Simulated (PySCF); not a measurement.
**Radial density of Cu⁺ (copper, charge +1)**

PBE0, [Ar] 3d10, closed-shell 1S. Calculation: PySCF 2.14, in def2-TZVP (6s4p4d1f, 45 functions); no relativity, point nucleus.

| r (bohr) | 4πr²ρ (e/bohr) |
| --- | --- |
| 0.000737 | 0.1086 |
| 0.00124 | 0.2992 |
| 0.00209 | 0.8041 |
| 0.00351 | 2.097 |
| 0.00590 | 5.163 |
| 0.00992 | 11.58 |
| 0.0167 | 22.19 |
| 0.0281 | 32.91 |
| 0.0472 | 33.55 |
| 0.0794 | 27.72 |
| 0.134 | 36.91 |
| 0.225 | 33.68 |
| 0.378 | 17.56 |
| 0.636 | 22.64 |
| 1.07 | 10.35 |
| 1.80 | 1.909 |
| 3.03 | 0.2343 |
| 5.09 | 0.002776 |
